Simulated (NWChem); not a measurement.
System: AgH$_{2}$OCl; SMILES [OH2]->[Ag][Cl]

Computed with NWChem. Geometry: optimised at PBE0/def2-SVP. def2 effective core potentials on Ag; no spin-orbit coupling. B3LYP is NWChem's, with the RPA form of VWN correlation.

Problem. Order these by “orbital gap (eV)”, lowest first: KT2/def2-SVP; B97-2/def2-SVP; LC-BLYP (range parameter 0.33 per bohr)/def2-SVP.

Solution. KT2/def2-SVP (3.16), B97-2/def2-SVP (4.98), LC-BLYP (range parameter 0.33 per bohr)/def2-SVP (9.03)
